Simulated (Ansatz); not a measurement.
`SC[S][GeH3]` and `FCSCS` differ in one atom or group.

Ansatz, PBE0-D4/def2-TZVP geometries, multiplicity 1. Each molecule was computed in one conformer, which needn't be the lowest.

Scalar relativity is left out up to krypton.

```json
{"property": "LUMO energy (ωB97M-V/def2-TZVPP) / eV", "`SC[S][GeH3]`": "1.65"}
{"property": "size of the dipole moment (PBE/def2-TZVPP) / D", "`SC[S][GeH3]`": "1.75"}
{"property": "HOMO–LUMO gap (PBE0/def2-TZVPP) / eV", "`SC[S][GeH3]`": "6.74"}
{"property": "HOMO energy (B3LYP/def2-TZVPP) / eV", "`SC[S][GeH3]`": "-6.72"}
{"property": "size of the dipole moment (ωB97M-V/def2-TZVPP) / D", "`SC[S][GeH3]`": "1.79"}
{"property": "HOMO–LUMO gap (B3LYP/def2-TZVPP) / eV", "`SC[S][GeH3]`": "6.27"}
```

Question: Give the same properties after the change, and the shifts. (Estimate.)

Answer: Computed: 
| property | `FCSCS` | shift |
| --- | --- | --- |
| LUMO energy (ωB97M-V/def2-TZVPP) / eV | 1.81 | 0.16 |
| size of the dipole moment (PBE/def2-TZVPP) / D | 1.24 | -0.51 |
| HOMO–LUMO gap (PBE0/def2-TZVPP) / eV | 6.90 | 0.16 |
| HOMO energy (B3LYP/def2-TZVPP) / eV | -6.78 | -0.06 |
| size of the dipole moment (ωB97M-V/def2-TZVPP) / D | 1.34 | -0.45 |
| HOMO–LUMO gap (B3LYP/def2-TZVPP) / eV | 6.40 | 0.13 |

With PBE0 the HOMO falls by 0.05 eV and the LUMO rises by 0.10 eV, so the gap widens by about 0.15 eV. PBE moves the HOMO by -0.06 eV and ωB97M-V by -0.06 eV. Dipoles are sizes alone; their direction can turn.

B3LYP here is the variant with VWN-RPA as its local correlation; programs differ in this.
